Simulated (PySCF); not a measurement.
Input of a run (PBE0-D3(BJ)/def2-SVP geometry optimisation, gas phase (PySCF 2.14.0)), started from GFN2-xTB:
```
{"job": {"xc": "PBE0", "basis": "def2-SVP", "d3": "d3bj", "grid": 1, "maxiter": 30, "shake": 0.01, "kind": "geom"}, "charge": 0, "multiplicity": 1}
O     -0.674490     0.231760     1.411430
B     -1.353770     0.166000     0.218660
O     -2.706310     0.275260     0.087110
Si    -0.056910    -0.126040    -1.257570
Ge     1.934910    -0.233520    -0.094270
H     -1.188150     0.406890     2.218740
H     -3.199500     0.421640     0.889210
H      0.011860     0.936970    -2.277060
H     -0.256550    -1.357490    -2.018190
H      2.340610     1.041310     0.621210
H      3.178740    -0.563540    -0.850780
H      2.009260    -1.227510     1.042470
```

Output (energies in Eh, forces in Eh/bohr):
```
step   0  E = -2545.02724992  max force = 0.016613
step   1  E = -2545.03451201  max force = 0.012987
step   2  E = -2545.03692258  max force = 0.007799
step   3  E = -2545.03749707  max force = 0.002174
step   4  E = -2545.03754448  max force = 0.003426
step   5  E = -2545.03762556  max force = 0.001266
step   6  E = -2545.03763878  max force = 0.000622
step   7  E = -2545.03763764  max force = 0.000666
step   8  E = -2545.03763608  max force = 0.000537
step   9  E = -2545.03763902  max force = 0.000484
step  10  E = -2545.03764208  max force = 0.000403
optimisation converged
```

Question: Summarise the run.

Answer: The energy falls by 0.283 eV over 11 energy and gradient evaluations, the largest force component goes from 0.0166 to 4.0e-04 Eh/bohr, and the atoms move by 0.255 Å rms after alignment. The bond that changes most is Si4–Ge5 (ends: SiH2 silicon; germanium bonded to Si and 3 H), which lengthens by 0.072 Å. Bonds longer at the end by more than 0.005 Å: 8 of 11; shorter: 2. Among the angles that change most is B2–Si4–Ge5, from 101.3° to 110.1°. The energy rose by more than 1e-6 Eh at steps 7 and 8. The first step brought 70 % of the lowering.

Question: What are the final bond lengths?

Answer: O1–B2 1.361 Å, B2–O3 1.359 Å, B2–Si4 2.036 Å, Si4–Ge5 2.381 Å, O1–H6 0.965 Å, O3–H7 0.965 Å, Si4–H8 1.499 Å, Si4–H9 1.499 Å, Ge5–H10 1.542 Å, Ge5–H11 1.543 Å, Ge5–H12 1.542 Å. Numbering counts from 1 in the input's order; the species is `OB([SiH2][GeH3])O`.

The run used 127 basis functions and 68 SCF cycles in all.

Stationary, but not proved a minimum. One conformer, not necessarily the lowest.

The values belong to the conformer `[OH:1][B:2]([OH:3])[SiH2:4][GeH3:5]`: O1–B2–Si4–Ge5 -2°, H–O1–B2–O3 0°, H–O3–B2–O1 0°.
